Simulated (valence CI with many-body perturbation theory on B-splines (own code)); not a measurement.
Basis-set convergence for Sb XXXVIII

Computed by valence CI with perturbative core correlation (CI+MBPT): four valence electrons over a frozen Dirac-Fock core [Ne], radial functions for each j: 9 s, 9 p, 8 d, 6 f, 3 g, 1 h, with the one-electron correlation potential Σ1, the two-electron term Σ2, the three-electron term Σ3, Breit, model QED; selected CI, second order for the rest, scaled by the run's own slope (own B-spline code, finite nucleus).

The last digits are not significant, and no measured levels were compared; by estimate large intervals hold to a few tenths of a per cent, small ones and those within an open d or f shell to about a per cent.

The reference run has the lowest level (3s^2 3p1/2^2) J=0 and an ionisation energy of 2569.59 eV. Its largest variational space holds 20180 state functions.

Levels are named by their leading jj configuration (3d3/2^4 stands for four electrons in 3d with j = 3/2), which in mixed levels can hold well under half, so a name can repeat and another be missing. Letters in brackets count levels of one name in rising energy.

Changed runs:
A. basis 6 s, 6 p, 5 d, 3 f, 1 g
B. basis 5 s, 5 p, 4 d, 2 f

Excitation energies of the reference run in cm⁻¹, and shifts in cm⁻¹:

| Level | Reference | A | B |
| --- | --- | --- | --- |
| (3s^2 3p1/2 3p3/2) J=1 | 446361 | -82 | -237 |
| (3s^2 3p1/2 3p3/2) J=2 | 494076 | +19 | +113 |
| (3s^2 3p3/2^2) J=2 | 974950 | -30 | -35 |
| (3s^2 3p3/2^2) J=0 | 1080210 | +88 | +304 |
| (3s 3p1/2^2 3p3/2) J=2 | 1195970 | -136 | -394 |
| (3s 3p1/2^2 3p3/2) J=1 | 1345580 | +13 | +64 |
| (3s^2 3p1/2 3d3/2) J=2 | 1543450 | +170 | +376 |
| (3s 3p1/2 3p3/2^2) J=2 [a] | 1584940 | -165 | -537 |
| (3s 3p1/2 3p3/2^2) J=3 | 1660800 | -4.6 | -45 |
| (3s^2 3p1/2 3d3/2) J=1 | 1737270 | +318 | +1023 |
| (3s 3p1/2 3p3/2^2) J=0 | 1788230 | -10 | +37 |
| (3s^2 3p1/2 3d5/2) J=2 | 1791770 | +186 | +573 |
| Ionisation energy (eV) | 2569.59 | -0.03 | -0.09 |
